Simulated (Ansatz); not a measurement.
Consider the redistribution: `[CH3][Ge]([CH3])([F])[Cl]` + `[Li][O][Si](C)(C)C` → `C[Si](C)(C)[O][Ge]([CH3])([CH3])[Cl]` + `[Li][F]`.

Calculated with Ansatz (gas phase, PBE0-D4/def2-TZVP geometries, no zero-point term in ΔE). CCSD(T)/CBS is the MP2 limit (def2-TZVPP, def2-QZVPP) plus CCSD(T) − MP2 in def2-TZVPP, frozen cores. Functionals use def2-TZVPP. For Ge, Li outer-core shells are correlated without core-valence functions, which leaves a few kJ/mol of doubt a bond. Scalar relativity is left out up to krypton. Each species was taken in one conformer, which may not be the lowest.

`[CH3][Ge]([CH3])([F])[Cl]`:

Z-matrix (Å, degrees):
```
C
Ge 1 1.930
H 1 1.091 2 109.8
H 1 1.091 2 110.1 3 120.5
H 1 1.090 2 109.2 3 -119.8
C 2 1.930 1 119.4 3 -57.9
F 2 1.740 1 106.8 3 63.3
Cl 2 2.153 1 108.9 3 176.2
H 6 1.090 2 109.2 1 177.6
H 6 1.091 2 110.1 1 -62.7
H 6 1.091 2 109.8 1 57.8
```

`[Li][O][Si](C)(C)C`:

Cartesian coordinates in Å:
```
Li 2.230 -2.738 -0.033
O 1.209 -1.485 -0.018
Si 0.196 -0.241 -0.003
C -1.597 -0.817 -0.021
C 0.451 0.869 -1.503
C 0.436 0.820 1.534
H -1.807 -1.412 -0.914
H -2.293 0.027 -0.011
H -1.815 -1.440 0.852
H -0.238 1.719 -1.499
H 1.470 1.265 -1.527
H 0.288 0.313 -2.431
H 1.456 1.214 1.581
H -0.251 1.671 1.551
H 0.265 0.235 2.443
```

`C[Si](C)(C)[O][Ge]([CH3])([CH3])[Cl]`:

```xyz
24

C    -0.426    0.600    2.885
Si   -0.738    0.425    1.055
C    -2.138   -0.777    0.748
C    -1.151    2.081    0.296
O     0.646   -0.185    0.396
Ge    1.390   -0.281   -1.194
C     2.990   -1.346   -1.001
C     0.096   -0.851   -2.520
Cl    1.999    1.733   -1.738
H    -0.161   -0.363    3.328
H     0.396    1.295    3.072
H    -1.313    0.977    3.402
H    -1.902   -1.764    1.153
H    -3.062   -0.433    1.222
H    -2.339   -0.891   -0.321
H    -2.050    2.501    0.756
H    -1.334    2.001   -0.779
H    -0.333    2.793    0.437
H     3.617   -0.907   -0.225
H     2.723   -2.363   -0.712
H     3.545   -1.370   -1.939
H    -0.301   -1.832   -2.253
H     0.567   -0.909   -3.501
H    -0.724   -0.133   -2.566
```

`[Li][F]`:

Z-matrix (Å, degrees):
```
Li
F 1 1.559
```

| level | ΔE (kcal/mol) |
| --- | --- |
| B2PLYP | -3.4 |
| r2SCAN | -2.9 |
| HF/def2-QZVPP | -1.9 |
| MP2/def2-QZVPP | -6.5 |

(1) What does CCSD(T)/CBS give? (An estimate is asked.)

Largest T1 diagnostic among the species: 0.013.

## Answers

(1) Ansatz gave: -5.8 kcal/mol. The listed levels differ from it by 2.4, 2.9, 3.9, -0.7 kcal/mol.

In def2-TZVPP, CCSD(T) changes the Hartree–Fock value by −3.2 kcal/mol (the triples alone add −0.3 kcal/mol) and MP2 by −4.1 kcal/mol. The D4 term adds −4.5 kcal/mol with B3LYP and −2.8 kcal/mol with PBE0; it sums over pairs of atoms, weighted by their polarisabilities, and B3LYP, whose exchange is more repulsive, gets the larger term.

B3LYP here is the variant with VWN-RPA as its local correlation; programs differ in this.
